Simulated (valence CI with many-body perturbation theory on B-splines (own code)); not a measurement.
# Energy levels of W²⁴⁺

Computed by relativistic CI+MBPT: four valence electrons over a frozen Dirac-Fock core [Kr] 4d10, a basis of 8 s, 8 p, 9 d, 9 f, 6 g, 3 h, 2 i functions for each j, with the one-electron correlation potential Σ1 (screened to all orders), the two-electron term Σ2, the three-electron term Σ3, Breit, model QED; selected single and double excitations, second order for the rest, scaled by the run's own slope (own B-spline code, finite nucleus).

No measured spectrum was set against this ion. As an estimate, terms of the open shell hold to a few per cent of their energy, and close levels can change places. Core correlation moves these levels by up to 4000 cm⁻¹, and in measured spectra 5 to 20 % of such shifts remained as error; rates that hang on mixing are uncertain with them. Only levels of the ground parity were solved; by the run's estimate the other parity begins above the list, which can be wrong where configurations are misplaced.

Levels 46 to 64 of 64, with energies above the lowest level, 4f4 5I_4. "Leading %" is the weight of the configuration and term that name the level; weights of strongly mixed levels are sums over their largest components and can fall short. In the jj column 3d3/2^4 stands for four electrons in 3d with j = 3/2.

```csv
No.,Configuration,Term,J,E (eV),Leading %,Second component,Leading jj
46,4f4,3F,2,13.459,40,34 % 4f4 3P,4f5/2 4f7/2^3 (76 %)
47,4f4,3G,5,13.480,42,20 % 4f4 3I,4f5/2 4f7/2^3 (59 %)
48,4f4,3L,9,13.480,59,41 % 4f4 3M,4f5/2 4f7/2^3 (96 %)
49,4f4,3F,3,13.509,58,30 % 4f4 5D,4f5/2 4f7/2^3 (48 %)
50,4f4,5D,4,13.882,42,35 % 4f4 3H,4f5/2^2 4f7/2^2 (79 %)
51,4f4,3H,6,14.058,32,31 % 4f4 1I,4f5/2 4f7/2^3 (42 %)
52,4f4,3F,3,14.136,66,14 % 4f4 3D,4f5/2 4f7/2^3 (68 %)
53,4f4,3H,5,14.527,72,18 % 4f4 3G,4f5/2^2 4f7/2^2 (80 %)
54,4f4,1G,4,15.058,49,23 % 4f4 3F,4f5/2 4f7/2^3 (56 %)
55,4f4,1L,8,15.192,39,30 % 4f4 3K,4f7/2^4 (68 %)
56,4f4,3G,5,15.663,53,23 % 4f4 3H,4f5/2 4f7/2^3 (43 %)
57,4f4,3G,3,15.666,65,21 % 4f4 3F,4f5/2^2 4f7/2^2 (60 %)
58,4f4,3G,4,15.751,51,32 % 4f4 3F,4f5/2^2 4f7/2^2 (51 %)
59,4f4,3K,6,15.776,51,18 % 4f4 3I,4f5/2^2 4f7/2^2 (43 %)
60,4f4,1K,7,15.936,64,27 % 4f4 3I,4f5/2 4f7/2^3 (81 %)
61,4f4,3H,4,16.121,56,28 % 4f4 1G,4f5/2^2 4f7/2^2 (46 %)
62,4f4,1D,2,16.203,53,21 % 4f4 3D,4f5/2 4f7/2^3 (60 %)
63,4f4,3H,6,16.565,48,38 % 4f4 1I,4f5/2 4f7/2^3 (64 %)
64,4f4,3F,2,16.633,60,31 % 4f4 1D,4f5/2^2 4f7/2^2 (48 %)
```

Names give the largest LS component (configuration and term), which can be under half, so a name can repeat, a term be missing and a line seem to break the LS rules; names also repeat where a configuration has a term twice.

Where two levels of one J and parity lie close, their mixing, g and order are uncertain.
